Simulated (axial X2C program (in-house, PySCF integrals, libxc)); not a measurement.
**Which molecule has these constants?**

All values come from calculations with an in-house all-electron X2C program for linear molecules (integrals from PySCF), spin-free (one-electron X2C) or two-component (2c: spin–orbit coupling with atomic mean-field Coulomb and Gaunt terms, which also bring small scalar terms), in Dyall basis sets with cores contracted in-house; open shells are unrestricted.

A two-component PBE0 calculation in a Dyall 3-zeta basis gave Re = 2.694 Å, ωe = 232.1 cm⁻¹, De = 1.30 eV, dipole magnitude 0.33 D, Ω = 3/2.

Task: Which molecule is it?
A. AlC
B. AlPb
C. AlGe
D. AlSn
E. AlSi

Result: B. The others have AlSi 2.423 Å and 377.0 cm⁻¹ (Ω = 3/2); AlGe 2.467 Å and 304.1 cm⁻¹ (Ω = 3/2); AlC 1.972 Å and 638.5 cm⁻¹ (Ω = 3/2); AlSn 2.660 Å and 262.3 cm⁻¹ (Ω = 3/2).

Each entry is the lowest single determinant of a limited PBE0 search at one distance. De goes to single-determinant-based atoms at the same level (for ions the charge split of lowest energy) and is withheld (n/a) where an atom does not fit its ground term or J level. Main or longest-lived isotopes. One determinant is a doubtful description, or other states lie close, for AlPb, AlSi, AlGe, AlC, AlSn; these need not be ground states, and all values refer to the states named. With several unpaired electrons the Ω given is that of one determinant, not necessarily of the lowest component. Some light 2c atoms are not at their ground J level, so De misses part of their lowering (0.04 eV or less). The functionals have no current term, which raises determinants with orbital currents.
